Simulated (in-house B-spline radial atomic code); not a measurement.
A radial electron density 4πr²n(r) was computed for an atom or ion in its tabulated ground configuration with a B-spline radial code for spherical atoms; method: Dirac-Kohn-Sham PW91, spherical fractional occupations. Columns: r (bohr), 4πr²n(r) (electrons per bohr), bar.

```
 0.00258    0.581 #
 0.00307   0.8015 #
 0.00365    1.099 ##
 0.00434    1.501 ##
 0.00517    2.044 ###
 0.00615    2.758 ####
 0.00732    3.695 ######
 0.00871    4.898 ########
  0.0104    6.454 ##########
  0.0123    8.268 #############
  0.0147    10.58 #################
  0.0174    13.11 #####################
  0.0208    16.07 ##########################
  0.0247    19.04 ##############################
  0.0294     21.9 ###################################
   0.035    24.28 #######################################
  0.0416    25.79 #########################################
  0.0495    26.16 ##########################################
  0.0589    25.27 ########################################
  0.0701    23.36 #####################################
  0.0834     21.1 ##################################
  0.0992    19.44 ###############################
   0.118    19.27 ###############################
    0.14    20.92 #################################
   0.167    23.95 ######################################
   0.199    26.78 ###########################################
   0.237    27.54 ############################################
   0.281    25.16 ########################################
   0.335    19.83 ################################
   0.398    13.59 ######################
   0.474     8.56 ##############
   0.564    6.144 ##########
   0.671    5.807 #########
   0.798    5.888 #########
    0.95    5.075 ########
    1.13    3.376 #####
    1.34    1.685 ###
     1.6   0.5826 #
     1.9   0.1441 
    2.27  0.02134 
     2.7 0.001897 
    3.21 9.718e-05
```

(1) Which atom or ion is it?
A. Ti7+
B. Sc8+
C. Mn9+
D. Ti8+

Answers

(1) D. The area under the curve, ∫4πr²n dr = ∫r·4πr²n d(ln r) on this logarithmic grid, is 14 electrons, which only this option has. The configuration is [Ne] 3s2 3p2.
